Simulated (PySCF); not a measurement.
Rubidium: a sound run and one with changed settings

Sound run: Rb [Kr] 5s1, Rb⁺ [Kr]. Computed with PySCF 2.14 in jorge-DZP-DKH, with the spin-free X2C one-electron Hamiltonian (Gaussian nucleus). The sound run starts from symmetry-adapted Hartree-Fock orbitals and uses a fine grid where one is needed.

Changed run: radial step 0.3 in ln r (0.13 in the sound run). This setting is unsound on purpose.

```json
{"species": "Rb", "method": "UHF", "sound run (hartree)": "-2978.84060", "changed run (hartree)": "-2978.84060", "converged": "yes"}
{"species": "Rb", "method": "PBE0", "sound run (hartree)": "-2980.41618", "changed run (hartree)": "-2980.41594", "converged": "yes"}
{"species": "Rb", "method": "BP86", "sound run (hartree)": "-2981.08497", "changed run (hartree)": "-2981.08500", "converged": "yes"}
{"species": "Rb⁺", "method": "UHF", "sound run (hartree)": "-2978.70208", "changed run (hartree)": "-2978.70208", "converged": "yes"}
{"species": "Rb⁺", "method": "PBE0", "sound run (hartree)": "-2980.26197", "changed run (hartree)": "-2980.26162", "converged": "yes"}
{"species": "Rb⁺", "method": "BP86", "sound run (hartree)": "-2980.92579", "changed run (hartree)": "-2980.92583", "converged": "yes"}
```

Ionisation energy of Rb:

```
method  sound run (eV)  changed run (eV)
   UHF           3.769             3.769
  PBE0           4.196             4.199
  BP86           4.331             4.331
```

A coarse radial grid mis-integrates the density and the exchange-correlation energy, with errors of either sign; Hartree-Fock needs no grid.

For comparison, NIST gives 4.177 eV between the lowest levels.
